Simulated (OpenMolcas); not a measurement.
Os5+ with 6 ligands (fluoride) in octahedral coordination (Oh). A charge of +0.167 e stands 2.4 Å behind each ligand. Ligand basis ANO-RCC-VDZP.

| Quantity | Value |
| --- | --- |
| Program | OpenMolcas |
| Method | SS-CASPT2, IPEA 0.25 Eh, imaginary shift 0.1 Eh (closed shells correlated: 5s 5p and the ligand valence shells) |
| Basis | ANO-RCC-VTZP [8s7p5d3f2g1h] |
| Scalar Hamiltonian | DKH2, point nucleus |
| Active space | 3 electrons in 5 orbitals (5d) |
| State averaging | 2S+1 = 4 even, 10 roots; 2S+1 = 2 even, 40 roots |
| Spin-orbit coupling | state interaction with AMFI integrals over the reference wave functions |

All ligands move together. At R = 1.78 Å the first state of the same spin is 50140 cm-1, and at R = 2.01 Å it is 33780 cm-1.

A third run gives 40580 cm-1. What distance was it run at?

With a power law R^-n the two known points give n = -ln(33780 / 50140) / ln(2.01 / 1.78) = 3.25. Then R = 1.78 × (50140 / 40580)^(1/3.25) = 1.900 Å. The run was at 1.89 Å, so the estimate is off by +0.010 Å.

Roots that are degenerate in the reference are averaged as groups; the widest CASPT2 spread within a group is 1500 cm-1 (the 3-fold group of multiplicity 2 near 102000 cm-1 above the lowest state of its run, R = 1.89). Shifts and gaps below about the spread of the groups concerned are not significant. Over all roots computed the reference weight is 0.69 to 0.70 in R = 1.78, 0.67 to 0.69 in R = 1.89, 0.65 to 0.67 in R = 2.01; a low but even weight reflects the number of correlated electrons. Ligand-to-metal charge-transfer states are missing. With no ligand orbital active B as a rule stays too high, so bands that hang on it stand too high and its fall with covalency is understated. With one d shell and no ligand orbital active, 10Dq can be off by a tenth or more. The least metal-like active orbital is 68 % on the metal (Löwdin) and no ligand orbital is active, so the numbers are rough (holds for R = 1.78). The least metal-like active orbital is 69 % on the metal (Löwdin) and no ligand orbital is active, so the numbers are rough (holds for R = 1.89; R = 2.01). No measured value stands beside these numbers; the geometry was imposed, not optimised, and the real ion may take another.
